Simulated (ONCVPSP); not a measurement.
# What one change does to a pseudopotential (Se (Z = 34), ONCV)

ONCVPSP 4.0.1 input, shortened (lines: element, Z, core and valence counts, functional; n l f; lmax; l rc ep ncon nbas qcut; lloc lpopt rc5 dvloc0; l nproj debl; icmod fcfact rcfact), LDA (Perdew-Wang 92), fully relativistic:

```
  Se 34.00    3    5  -001012      upf
    1    0    2.00
    2    0    2.00
    2    1    6.00
    3    0    2.00
    3    1    6.00
    3    2   10.00
    4    0    2.00
    4    1    4.00
    2
    0    1.15    0.00    3    7    9.40
    1    1.05    0.00    4    8   13.30
    2    1.00    0.00    4    8   17.50
    4    5    0.85    0.00
    0    3    3.00
    1    2    2.50
    2    2    3.00
    1    0.35    0.00
```

Open shells are filled in proportion to 2j + 1.

Change: local potential polynomial inside 0.85 bohr (lpopt 5, dvloc0 1.5 Ha).

Cutoffs: the cutoffs (Ha) at which the residual kinetic energy of the hardest occupied pseudo-wave falls to 1 and 0.1 mHa per electron; they do not see the model core or the augmentation charge, which bear on the density cutoff. Errors are all-electron minus pseudo energies relative to the spin-unpolarised reference configuration.

Q: Predict the effect on cutoff, ghosts and configuration errors.

A: The potential gets neither clearly harder nor softer (116 Ha and 129 Ha → 116 Ha and 129 Ha); of the 4 tests that both files solve, the error grows in 3 and shrinks in 0 by more than 15 % and 0.3 meV (median size 0.9 → 2.9 meV); neither file shows a bound ghost.

```tsv
quantity	base	changed
cutoff, loose	116 Ha	116 Ha
cutoff, tight	129 Ha	129 Ha
bound ghosts	none	none
GHOST(+) flags under 300 eV	none	none
error for 3s2 3p6 3d10 4s2 4p3, meV [ΔE 11.01 eV]	0.0	+0.8
error for 3s2 3p6 3d10 4s2 4p2, meV [ΔE 31.57 eV]	+0.4	+1.9
error for 3s2 3p6 3d10 4s2 4p1, meV [ΔE 62.73 eV]	+1.4	+3.9
error for 3s2 3p6 3d9 4s2 4p5, meV [ΔE 51.79 eV]	+173	+173
s: phases at 1.17 bohr within 0.05 rad from the reference energy up to (Ha; the scan ends near 5)	to the end of the scan	to the end of the scan
p3/2: phases at 1.07 bohr within 0.05 rad from the reference energy up to (Ha; the scan ends near 5)	to the end of the scan	to the end of the scan
p1/2: phases at 1.07 bohr within 0.05 rad from the reference energy up to (Ha; the scan ends near 5)	to the end of the scan	to the end of the scan
d5/2: phases at 1.02 bohr within 0.05 rad from the reference energy up to (Ha; the scan ends near 5)	to the end of the scan	to the end of the scan
d3/2: phases at 1.02 bohr within 0.05 rad from the reference energy up to (Ha; the scan ends near 5)	to the end of the scan	to the end of the scan
rms error of d²Exc/dni dnj with the model core, mHa	5.86	5.86
```
